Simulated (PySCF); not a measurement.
A geometry optimisation on VOF3, `[O]=[V]([F])([F])[F]`.

Method: PBE0-D3(BJ)/def2-SVP geometry optimisation, gas phase (PySCF 2.14.0). Start geometry: GFN2-xTB. The input is one job of a driver script: a line of settings, then coordinates in Å.

Command:
```bash
OMP_NUM_THREADS=1 python probes_run.py task.json out
```

Input:
```
{"job": {"xc": "PBE0", "basis": "def2-SVP", "d3": "d3bj", "grid": 1, "shake": 0.01, "kind": "geom"}, "charge": 0, "multiplicity": 1}
O      0.184740    -0.244400     1.480020
V     -0.005360    -0.002010    -0.017720
F     -0.581910     1.505340    -0.232740
F      1.491520    -0.182690    -0.700240
F     -1.055410    -1.110210    -0.567200
```

**Question.** What does the run print?

**Answer.** 
```
step   0  E = -1317.94388870  max force = 0.058054
step   1  E = -1317.94519632  max force = 0.041340
step   2  E = -1317.95321160  max force = 0.016478
step   3  E = -1317.95424920  max force = 0.003541
step   4  E = -1317.95431732  max force = 0.000808
step   5  E = -1317.95432007  max force = 0.000123
optimisation converged
```

Energies in Eh; «max force» is the largest Cartesian gradient component in Eh/bohr.

**Question.** How much energy does the optimisation release, in kJ/mol?

**Answer.** E(step 0) − E(last step) = 0.010431 Eh, which is 27.4 kJ/mol.

**Question.** Give the first gradient maximum in eV/Å.

**Answer.** With 1 Eh/bohr = 51.422 eV/Å, 2.985 eV/Å.

In short: final energy -1317.95432 Eh after 5 steps; dipole 0.34 D.

**Question.** Where do the atoms end?

**Answer.** 0.049 Å rms from the input after alignment:
```
atom  x, y, z in Å
O1     0.0676   -0.1319    1.4997
V2    -0.1060    0.0647   -0.0091
F3    -0.7201    1.6265   -0.2722
F4     1.4144   -0.1181   -0.7449
F5    -1.1944   -1.1100   -0.5766
```

Time: 17 s; peak memory 0.37 GiB. Hardware: one thread of an Arm Neoverse V1, shared host with 32 logical CPUs at a one-minute load of 8.4.
Labels such as C1 count atoms from 1, the log's own numbers from 0.
